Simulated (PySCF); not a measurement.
**Question.** Write Cartesian coordinates for `FC(F)C=C=C=C` as optimised with PBE0-D3(BJ)/def2-SVP.

**Answer.** 
```xyz
11
C5H4F2 angstrom
C      2.7104   -0.5993   -0.9710
C      1.5017   -0.1324   -0.7336
C      0.3354    0.3252   -0.5041
C     -0.8753    0.7901   -0.2623
C     -1.9519   -0.0344    0.3665
F     -2.3092    0.5058    1.5553
F     -3.0530   -0.0255   -0.4196
H      3.4825    0.0321   -1.4235
H      2.9806   -1.6312   -0.7231
H     -1.1496    1.8236   -0.5076
H     -1.6408   -1.0795    0.5318
```

Orientation and origin are arbitrary. Atoms count from 1 in this order. The 4 C–C bonds span 1.274 Å (C2=C3, drawn double) to 1.495 Å (C4–C5, drawn single), a spread of 0.221 Å.

Bonds between heavy atoms (Å): C1=C2 1.317, C2=C3 1.274, C3=C4 1.319, C4–C5 1.495, C5–F6 1.354, C5–F7 1.353.

Theory: PBE0-D3(BJ)/def2-SVP geometry optimisation, gas phase in PySCF 2.14.0.

Point group: near Cs, missed by 0.13 Å at most; the miss may be what the optimiser left on a soft mode. Not checked by PBE0-D3(BJ)/def2-SVP frequencies. One conformer, not necessarily the lowest (C3–C4–C5–F6 117°).

On Arm Neoverse V2, one thread, no GPU, shared host, this took 29 s and 0.47 GiB of memory at its peak. These figures are those of the optimisation.
